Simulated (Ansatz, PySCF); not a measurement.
Here is a job for PySCF.
```python
from pyscf import gto, scf, dft

mol = gto.Mole()
mol.atom = '''
    C    -0.56204551    0.17493404   -0.26216513
    C     0.63485961   -0.02704543    0.10700208
    H    -1.59838304   -0.21079882    0.03986737
    H     1.16149843   -0.67653281    0.89111090
'''
mol.basis = '6-311g**'
mol.charge = -1
mol.spin = 1
mol.verbose = 4
mol.build()

mf = dft.UKS(mol)
mf.xc = 'b3lyp5'
mf.grids.atom_grid = (99, 590)
mf.grids.prune = None
mf.kernel()
```

Task: Convert this to an input for Ansatz (a first-principles code).

Result: Several could match; the one computed here: 
Ansatz 0.2 input:
```yaml
crystal:
  periodic: [false, false, false]
  atoms:
    - {symbol: C, position_ang: [-0.56204551, 0.17493404, -0.26216513]}
    - {symbol: C, position_ang: [0.63485961, -0.02704543, 0.10700208]}
    - {symbol: H, position_ang: [-1.59838304, -0.21079882, 0.03986737]}
    - {symbol: H, position_ang: [1.16149843, -0.67653281, 0.89111090]}
basis:
  gaussian:
    orbitals: 6-311G__.json
hamiltonian:
  xc: b3lyp5
total_charge: -1
magnetization: {spin_polarized: true, initial_magnetization: 1}
accuracy: high
```
The basis file holds 6-311G** in the JSON format of the Basis Set Exchange.

Both were run: PySCF gave -77.226828 Eh and Ansatz -77.226828 Eh, 0.000 mEh apart.
